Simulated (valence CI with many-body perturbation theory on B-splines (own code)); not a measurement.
# Energy levels of Xe XLI

Level of theory: configuration interaction combined with many-body perturbation theory (CI+MBPT): four valence electrons over a frozen Dirac-Fock core [Ne], a basis of 11 s, 11 p, 10 d, 8 f, 5 g, 2 h functions for each j, with the one-electron correlation potential Σ1 (screened to all orders), the two-electron term Σ2, the three-electron term Σ3, Breit, model QED; selected single and double excitations, second order for the rest, scaled by the run's own slope (own B-spline code, finite nucleus).

The last digits are not significant, and no measured levels were compared; by estimate large intervals hold to a few tenths of a per cent, small ones and those within an open d or f shell to about a per cent. Among the levels kept, up to 740 cm⁻¹ of a level comes from second order outside the variational space, and about a tenth of that is noise between levels of different J, which matters for small intervals.

Levels 46 to 90 of 171, with energies above the lowest level, (3s^2 3p1/2^2) J=0. "Leading %" is the weight of the configuration and term that name the level; weights of strongly mixed levels are sums over their largest components and can fall short, so below about 35 % the name and the second component can differ from the true leading terms, or belong to a minority configuration. In the jj column 3d3/2^4 stands for four electrons in 3d with j = 3/2. Lifetimes count E1, E2, E3, M1 and M2 decay at the calculated energies, and are blank where another channel may lead or the interval is too uncertain; long ones can be off by a factor of two.

```tsv
No.	Configuration	Term	J	E (Ry)	Leading %	g	Lifetime	Leading jj
46	3s 3p2 3d	3P	1	30.958	27	1.319	6.08 ps	3s 3p1/2 3p3/2 3d5/2 (66 %)
47	3s 3p2 3d	3G	3	31.135	56	0.886	4.27 ps	3s 3p1/2 3p3/2 3d3/2 (95 %)
48	3s 3p2 3d	3F	3	31.389	32	1.261	8.67 ps	3s 3p1/2 3p3/2 3d5/2 (79 %)
49	3s 3p2 3d	3D	1	31.527	51	0.839	3.17 ps	3s 3p1/2 3p3/2 3d3/2 (68 %)
50	3s 3p2 3d	1D	2	31.953	27	1.220	4.88 ps	3s 3p1/2 3p3/2 3d5/2 (67 %)
51	3s 3p2 3d	1G	4	32.058	46	1.147	14.5 ps	3s 3p1/2 3p3/2 3d5/2 (74 %)
52	3s 3p2 3d	3D	3	32.143	55	1.233	3.83 ps	3s 3p1/2 3p3/2 3d5/2 (68 %)
53	3s 3p2 3d	3D	1	32.326	49	0.939	1.63 ps	3s 3p1/2 3p3/2 3d3/2 (83 %)
54	3s 3p2 3d	3P	0	32.430	77		2.87 ps	3s 3p1/2 3p3/2 3d3/2 (57 %)
55	3s 3p2 3d	3D	3	32.689	32	1.153	4.33 ps	3s 3p1/2 3p3/2 3d5/2 (85 %)
56	3s 3p2 3d	3G	4	32.698	49	1.121	5.82 ps	3s 3p1/2 3p3/2 3d5/2 (87 %)
57	3s 3p2 3d	3F	2	32.716	35	0.909	1.65 ps	3s 3p1/2 3p3/2 3d3/2 (71 %)
58	3s 3p2 3d	3D	1	32.854	60	0.738	7.09 ps	3s 3p1/2 3p3/2 3d5/2 (87 %)
59	3s 3p2 3d	3P	1	33.474	36	1.429	4.35 ps	3s 3p1/2 3p3/2 3d5/2 (86 %)
60	3s 3p2 3d	3F	3	33.571	36	1.096	2.97 ps	3s 3p1/2 3p3/2 3d5/2 (79 %)
61	3s 3p2 3d	3D	2	33.592	32	1.171	3.88 ps	3s 3p1/2 3p3/2 3d5/2 (77 %)
62	3s 3p2 3d	3P	0	33.753	42		2.57 ps	3s 3p1/2 3p3/2 3d5/2 (53 %)
63	3s 3p2 3d	3D	2	34.032	38	1.171	2.03 ps	3s 3p1/2 3p3/2 3d5/2 (78 %)
64	3p4	1D	2	34.854	35	1.069	2.49 ps	3p1/2 3p3/2^3 (42 %)
65	3s2 3d2	3F	2	35.299	52	0.845	1.20 ps	3s^2 3d3/2^2 (59 %)
66	3p4	3P	1	35.315	61	1.280	1.58 ps	3p1/2 3p3/2^3 (61 %)
67	3s2 3d2	3F	4	35.349	34	1.309	8.76 ps	3s 3p3/2^2 3d5/2 (43 %)
68	3s2 3d2	3F	3	35.404	36	1.238	2.52 ps	3s 3p3/2^2 3d3/2 (45 %)
69	3s 3p2 3d	5P	1	35.551	24	1.645	2.52 ps	3s 3p3/2^2 3d3/2 (63 %)
70	3s 3p2 3d	3D	2	35.578	23	1.366	2.38 ps	3s 3p3/2^2 3d3/2 (52 %)
71	3s2 3d2	3P	0	36.104	48		1.34 ps	3s^2 3d3/2^2 (34 %)
72	3s 3p2 3d	3F	4	36.221	43	1.138	4.95 ps	3s^2 3d3/2 3d5/2 (35 %)
73	3s 3p2 3d	3G	5	36.495	56	1.282	15.9 ps	3s 3p3/2^2 3d5/2 (94 %)
74	3s 3p2 3d	3P	0	36.695	39		3.23 ps	3s 3p3/2^2 3d5/2 (52 %)
75	3s2 3d2	3F	3	36.876	45	1.201	1.87 ps	3s^2 3d3/2 3d5/2 (45 %)
76	3s2 3d2	1D	2	37.209	44	1.097	1.97 ps	3s^2 3d3/2 3d5/2 (39 %)
77	3s2 3d2	3P	2	37.308	43	1.314	2.61 ps	3s^2 3d5/2^2 (39 %)
78	3s2 3d2	3P	1	37.425	37	1.133	1.61 ps	3s 3p3/2^2 3d3/2 (42 %)
79	3s 3p2 3d	3F	4	37.601	34	1.160	1.96 ps	3s 3p3/2^2 3d3/2 (43 %)
80	3s 3p2 3d	3P	1	37.947	30	1.572	2.07 ps	3s 3p3/2^2 3d5/2 (40 %)
81	3s 3p2 3d	3D	3	38.094	39	1.149	4.02 ps	3s 3p3/2^2 3d5/2 (78 %)
82	3p3 3d	3F°	2	38.302	22	0.957	10.0 ps	3p1/2^2 3p3/2 3d3/2 (78 %)
83	3s2 3d2	3F	4	38.337	45	1.215	2.58 ps	3s^2 3d5/2^2 (60 %)
84	3s 3p2 3d	3D	1	38.348	29	1.094	2.06 ps	3s 3p3/2^2 3d5/2 (47 %)
85	3s 3p2 3d	3P	0	38.385	65		1.34 ps	3s 3p3/2^2 3d3/2 (72 %)
86	3s 3p2 3d	3D	2	38.622	50	1.158	1.74 ps	3s 3p3/2^2 3d3/2 (72 %)
87	3s 3p2 3d	3F	3	38.681	40	1.128	1.84 ps	3s 3p3/2^2 3d3/2 (56 %)
88	3p3 3d	3P°	0	38.821	47		7.08 ps	3p1/2^2 3p3/2 3d3/2 (84 %)
89	3s 3p2 3d	3D	1	38.853	58	0.820	1.33 ps	3s 3p3/2^2 3d3/2 (82 %)
90	3p3 3d	3F°	3	38.917	27	1.127	5.75 ps	3p1/2^2 3p3/2 3d3/2 (78 %)
```

Where two levels of one J and parity lie close, their mixing, g and order are uncertain.
